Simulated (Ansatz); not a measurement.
`Clc1cccc2ccccc12` at its PBE0-D4/def2-TZVP geometry, where that method's forces vanish. The species carries charge 0 and has multiplicity 1.

```xyz
18

Cl   -2.6446    0.1889   -2.0321
C    -1.0252   -0.1304   -1.5167
C    -0.1384   -0.6379   -2.4247
C     1.1847   -0.9078   -2.0357
C     1.5920   -0.6665   -0.7546
C     0.6929   -0.1429    0.1983
C     1.0947    0.1134    1.5272
C     0.2164    0.6206    2.4429
C    -1.1111    0.8959    2.0682
C    -1.5359    0.6603    0.7899
C    -0.6519    0.1372   -0.1767
H    -0.4628   -0.8287   -3.4396
H     1.8773   -1.3100   -2.7657
H     2.6121   -0.8736   -0.4508
H     2.1203   -0.1019    1.8073
H     0.5396    0.8122    3.4595
H    -1.8026    1.2982    2.7994
H    -2.5577    0.8729    0.5040
```

Q: What forces (eV/Å) does r2SCAN-D4/def2-TZVPP give on these atoms in Ansatz? (An estimate is asked.)

A: Ansatz gave: 
```
Cl1 -0.229  0.044 -0.078
C2   0.026  0.022  0.105
C3   0.065 -0.087 -0.245
C4   0.032 -0.061 -0.187
C5   0.161 -0.009  0.134
C6   0.196 -0.046  0.037
C7   0.174 -0.057 -0.025
C8  -0.042  0.067  0.198
C9  -0.036  0.067  0.201
C10 -0.154  0.010 -0.120
C11 -0.204  0.052 -0.021
H12  0.006  0.000  0.005
H13 -0.007  0.000 -0.006
H14  0.000  0.002  0.007
H15  0.005 -0.003 -0.007
H16 -0.003  0.002  0.002
H17  0.002  0.000  0.004
H18  0.007 -0.003 -0.002
```
